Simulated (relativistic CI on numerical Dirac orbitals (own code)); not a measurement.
## Sensitivity of the levels of Fe11+ to α and to the nuclear radius

Computed by Dirac-Coulomb-Breit CI, KLI orbitals optimised for each configuration, derivatives by finite differences, unscaled Slater integrals, QED left out (own radial code, finite nucleus).

Configuration list (outside the closed core [Ne]): 3s2 3p3, 3s 3p4, 3s2 3p2 3d, 3p5, 3s 3p3 3d, 3p4 3d, 3s2 3p 3d2, 3s2 3d3, 3s 3p 3d3, 3p3 3d2, 3p2 3d3. Double excitations out of closed p, d and f shells are left out; levels of such configurations are missing from the list, as are those of other unlisted configurations, and high levels can miss mixing partners.

With x = (α/α₀)² − 1 an excitation energy changes as ω = ω₀ + qx; K = 2q/ω₀ is the relative enhancement. Terms are leading LS components, so labels can repeat. The field-shift factor is F = δν/δ⟨r²⟩ for the transition from the lowest level.

Lowest level 3s2 3p3 4S°_3/2.

| Level | ω₀ (cm⁻¹) | q (cm⁻¹) | F (GHz/fm²) |
| --- | --- | --- | --- |
| 3s2 3p3 2D°_3/2 | 45351 | -3717 | 0.0202 |
| 3s2 3p3 2D°_5/2 | 49820 | 3644 | 0.0235 |
| 3s2 3p3 2P°_1/2 | 78227 | 4105 | -0.192 |
| 3s2 3p3 2P°_3/2 | 84415 | 15070 | -0.22 |
| 3s 3p4 4P_5/2 | 289979 | 12350 | -13.2 |
| 3s 3p4 4P_3/2 | 299493 | 22440 | -13.1 |
| 3s 3p4 4P_1/2 | 303907 | 26030 | -13.1 |
| 3s 3p4 2D_3/2 | 356383 | 16970 | -11.4 |
| 3s 3p4 2D_5/2 | 358318 | 20540 | -11.5 |
| 3s2 3p2 3d 2P_3/2 | 408529 | 14260 | -7.46 |
| 3s 3p4 2P_1/2 | 415327 | 17490 | -8.3 |
| 3s 3p4 2S_1/2 | 436318 | 27210 | -11 |
| 3s2 3p2 3d 4F_3/2 | 446189 | -607 | 0.515 |

At this charge energies of transitions that change n are usually good to better than 1 %, and those within a shell (Δn = 0) to a few per cent.

Question: Which transition from the lowest level has the largest |K|?

Answer: 3s2 3p3 2P°_3/2 at 84415 cm⁻¹, K = 0.357.
